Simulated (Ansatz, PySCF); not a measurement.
Process, species as SMILES: CCC[CH-]C=O → CC[CH-]C(C)=O
Each molecule is optimised on its own at B3LYP-D3(BJ)/def2-TZVP (Ansatz, a program for electronic structure), one conformer each, not searched for the lowest. Frequencies are from Ansatz or PySCF.

Property: isomerisation energy (0 K, with B3LYP-D3(BJ) harmonic zero-point energies), in kJ/mol. Cores are frozen in the correlated levels unless marked. Spin-orbit coupling is left out. Non-relativistic. Anions need diffuse functions: aug- sets have them; def2-D sets add few; the other sets have none. Basis-set limits of correlation are two-point, X^-3; Hartree-Fock from the larger set. The bracket is a focal-point correction in the basis named.

| level | program | isomerisation energy (kJ/mol) |
|---|---|---|
| HF/cc-pVQZ | Ansatz | -18.4 |
| PBE0-D3(BJ)/def2-TZVP | Ansatz + dftd3 | -18.2 |
| r2SCANh-D4/def2-TZVPD | Ansatz + dftd4 | -18.6 |
| r2SCAN0-D4/def2-TZVPD | Ansatz + dftd4 | -18.5 |
| LC-wPBE-D3(BJ)/def2-TZVPD | Ansatz + dftd3 | -17.0 |
| MP2/cc-pwCVTZ | Ansatz | -19.5 |
| RI-MP2/CBS(aug-cc-pVTZ,aug-cc-pVQZ)+[CCSD(T)-MP2]/aug-cc-pVTZ | Ansatz | -17.3 |
